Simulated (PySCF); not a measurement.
## Atomic charges by several schemes

Compound: C₅H₆F₄.
Atom-mapped SMILES: `[CH3:1][C@@H:2]([F:3])[CH2:4][C:5]([F:6])=[C:7]([F:8])[F:9]` (hydrogens: H10, H11, H12 on C1; H13 on C2; H14, H15 on C4)

Geometry (GFN2-xTB, Å), atoms numbered from 1 in this order:
```xyz
15
C5H6F4 angstrom
C     -2.1948   -0.5790   -0.0240
C     -0.9672    0.2449    0.3241
F     -0.7603    0.1864    1.6893
C      0.3014   -0.2731   -0.3718
C      1.4649    0.6195   -0.0892
F      1.3892    1.8491   -0.6366
C      2.5130    0.3190    0.6663
F      3.5359    1.1147    0.9331
F      2.6801   -0.8714    1.2283
H     -2.4177   -0.4893   -1.0829
H     -2.0250   -1.6240    0.2228
H     -3.0464   -0.2217    0.5491
H     -1.1236    1.3060    0.0909
H      0.1212   -0.2947   -1.4481
H      0.5249   -1.2787   -0.0156
```

Density: PBE0/pcSseg-1 (PySCF); schemes: Mulliken, IAO, Hirshfeld and ESP-fitted. Isolated species at its GFN2-xTB geometry (one conformer only).

Q: Atoms with like bonding are taken together and averaged. At which atom do the 4 schemes differ most?

A: At C2: from +0.069 (Hirshfeld) to +0.572 e (ESP-fitted), 0.503 e apart.

Q: Which atoms carry the lowest charge in the Mulliken, IAO, Hirshfeld and ESP-fitted schemes?

A: The schemes don't all agree: Mulliken F3 (-0.335); IAO C1 (-0.439); Hirshfeld C1 (-0.123); ESP-fitted C1 (-0.606).

Q: Give the atomic charges in each scheme.

A: In e; atoms taken as equivalent share a row and are averaged (×n: the atom named and its like, n in all):

| atom | environment | Mulliken | IAO | Hirshfeld | ESP-fitted |
| --- | --- | --- | --- | --- | --- |
| C1 | methyl carbon | -0.242 | -0.439 | -0.123 | -0.606 |
| C2 | sp3 C–F carbon | +0.097 | +0.193 | +0.069 | +0.572 |
| F3 | alkyl fluorine | -0.335 | -0.333 | -0.119 | -0.302 |
| C4 | allylic carbon | -0.200 | -0.297 | -0.086 | -0.382 |
| C5 | vinylic C–F carbon | +0.087 | +0.190 | +0.039 | +0.029 |
| F6 | vinyl fluorine | -0.273 | -0.267 | -0.082 | -0.144 |
| C7 | =CF2 carbon | +0.555 | +0.503 | +0.143 | +0.306 |
| F8 | vinyl fluorine | -0.237 | -0.233 | -0.067 | -0.126 |
| F9 | vinyl fluorine | -0.241 | -0.244 | -0.062 | -0.129 |
| H10/H11/H12 | methyl hydrogen | +0.124 | +0.152 | +0.049 | +0.159 |
| H13 | methine hydrogen | +0.120 | +0.141 | +0.039 | +0.005 |
| H14 | methylene hydrogen | +0.147 | +0.160 | +0.053 | +0.153 |
| H15 | methylene hydrogen | +0.150 | +0.168 | +0.049 | +0.146 |

Mean size of the charges over all atoms: IAO 0.242 e, ESP-fitted 0.225 e, Mulliken 0.204 e, Hirshfeld 0.072 e. Each set sums to the total charge, 0, to within 0.001 e. The Hirshfeld scheme weights the molecular density at each point by an atom's share of the summed free-atom densities.

Q: How many electrons does the Hirshfeld scheme count on F3?

A: Z − q = 9 − (-0.119) = 9.119.

Q: How closely do the schemes follow one another over all atoms?

A: Correlation coefficient and root-mean-square difference: IAO with Hirshfeld 0.99, 0.186 e; Mulliken with IAO 0.97, 0.070 e; Mulliken with Hirshfeld 0.97, 0.161 e; Hirshfeld with ESP-fitted 0.88, 0.217 e; IAO with ESP-fitted 0.87, 0.142 e; Mulliken with ESP-fitted 0.76, 0.186 e.
